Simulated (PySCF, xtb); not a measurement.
BeFHSe, SMILES [Be]([SeH])[F].

GFN2-xTB in xtb at its own geometry gives an orbital gap of 4.51 eV and a dipole moment of 1.81 D.

Coordinates come from a r2SCAN-D4/def2-TZVP optimisation. Other conformers were not sampled.

What does CAM-B3LYP/def2-TZVPD run with PySCF give? (An estimate is asked for; the answer gives what the named calculation found.)

gap 8.59 eV (levels -8.77 and -0.18 eV), dipole 0.76 D.
